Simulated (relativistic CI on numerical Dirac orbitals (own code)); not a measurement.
**Yb³⁷⁺: sensitivity of the levels to the model**

Base calculation: Dirac-Coulomb-Breit CI, KLI orbitals optimised for each configuration, QED by a radiative potential, unscaled Slater integrals.

Configurations in the expansion (outside the closed core [Ar] 3d10): 4s²4p³, 4s4p⁴, 4s²4p²4d, 4p⁵, 4s4p³4d, 4s²4p²4f, 4s4p³4f, 4p⁴4d, 4s4p²4d², 4s²4p4d4f, 4p⁴4f, 4s²4p4d², 4s²4d³, 4s4p4d³, 4s²4d²4f, 4s4p4d²4f, 4p³4d², 4p²4d³, 4p²4d²4f. Double excitations out of closed p, d and f shells are left out; levels of such configurations are missing from the list, as are those of other unlisted configurations, and high levels can miss mixing partners.

Variants: (1) Breit term removed; (2) only the first 3 configurations. Shifts of the energy above 4s²4p³ ²P°3/2, in cm⁻¹, for the lowest level and the first level of each name with at least 55 % of one term (blank where a level changes its place among those of its configuration and J or its character, or is not in the variant):

```tsv
Level	Base	Δ(1)	Δ(2)
4s²4p³ ²P°3/2	0	0	0
4s²4p³ ²D°5/2	561989	+6722	+4422
4s²4p³ ²P°1/2	615610	+6217	+5902
4s4p⁴ ⁴P5/2	1197092	+1871	-8890
4s²4p²4d ⁴D1/2	1643388	+9437	+355
4s²4p²4d ²G9/2	1807192	+13442	+1407
4s²4p²4d ⁴F9/2	2350893	+19399	+5242
```

At this charge energies of transitions that change n are usually good to better than 1 %, and those within a shell (Δn = 0) to a few per cent.

Ionisation energy from the two ground configurations alone: base 1668.05 eV; Breit term removed 1669.36 eV. The NIST ASD value (theoretical) is 1668 eV.

LS names give the leading component of a level, which can be under half, so a name can repeat, a term be missing and a line seem to break the LS rules.
